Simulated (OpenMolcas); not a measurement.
## Lines of As3+: computed and rescaled rates

```
Program             : OpenMolcas
Method              : MS-RASPT2, IPEA 0.25 Eh, imaginary shift 0.1 Eh (closed shells correlated: 3d)
Basis               : ANO-RCC [9s8p6d4f2g]
Scalar Hamiltonian  : DKH2, point nucleus
Active space        : 2 electrons in 9 orbitals (RAS2 4s 4p; RAS3 4d, at most 2 electrons)
State averaging     : 2S+1 = 3 even, 3 roots; 2S+1 = 1 even, 7 roots; 2S+1 = 3 odd, 3 roots; 2S+1 = 1 odd, 3 roots
Spin-orbit coupling : state interaction with AMFI integrals over the reference wave functions, term energies averaged over their components
```

Rates come from the transition moments of the reference wave functions (E1 and E2 in the length form). At fixed line strength A goes as λ^-3 for E1 and M1 and as λ^-5 for E2, so a rate at the computed wavelength can be rescaled to the measured one. Measured vacuum wavelengths follow from level energies in Moore, Atomic Energy Levels, vol. II, NSRDS-NBS 35 (1971 reprint of NBS Circular 467, 1952). Branching counts decays inside the model space alone, at computed energies, and the table is only a selection of the E1 lines, drawn from those between levels with measured partners whose computed energy lies within a factor of 1.5 of the measured one.

| Upper | Lower | Type | λ computed (nm) | λ measured (nm) | A computed (s-1) | A rescaled (s-1) | Branching % |
| --- | --- | --- | --- | --- | --- | --- | --- |
| 4p2 3P2 | 4s 4p 1P* 1 | E1 | 141.4 | 138.2 | 2.76e+07 |  | 0.6 |
| 4p2 3P1 | 4s 4p 3P* 2 | E1 | 97.59 | 98.06 | 1.85e+09 | 1.82e+09 | 39.7 |
| 4p2 3P1 | 4s 4p 3P* 1 | E1 | 95.55 | 95.69 | 1.18e+09 | 1.17e+09 | 25.4 |
| 4p2 3P2 | 4s 4p 3P* 2 | E1 | 95.34 | 95.33 | 3.32e+09 | 3.32e+09 | 73.8 |
| 4p2 3P2 | 4s 4p 3P* 1 | E1 | 93.39 | 93.08 | 1.15e+09 | 1.16e+09 | 25.6 |

Spin-changing lines and M1 lines between different terms are not rescaled, since their strength hangs on the term gaps too.

The largest correction is for 4p2 3P1 → 4s 4p 3P* 2 (E1): 1.85e+09 × (97.59 / 98.06)^3 = 1.82e+09 s-1, a factor of 0.99.

The computed rate and branching of 4p2 3P2 → 4s 4p 3P* 2 give the upper level a radiative lifetime of 0.738 / 3.32e+09 s-1 = 2.22e-10 s, counting decays inside the model space alone.

No measured rate stands beside these. Rescaling mends the energy factor alone: line strengths can still be far off where a level mixes with configurations outside the active space, and weak or spin-changing lines hang on small mixing coefficients that depend on the term gaps too, so rescaling need not improve them.

Active for correlation alone: 4d; no level in the range computed is led by a configuration that fills it, so any true level of that kind is missing. Some terms mix strongly with configurations of 4d, whose occupation reaches 0.25 (4p2 1D). Measured partners are found by configuration, term and J. A level has none where our copy of the source lacks it or the pairing is in doubt (some pairs that miss far off the trend of their configuration count as doubtful). Only configurations of the active space appear.

* marks odd parity.
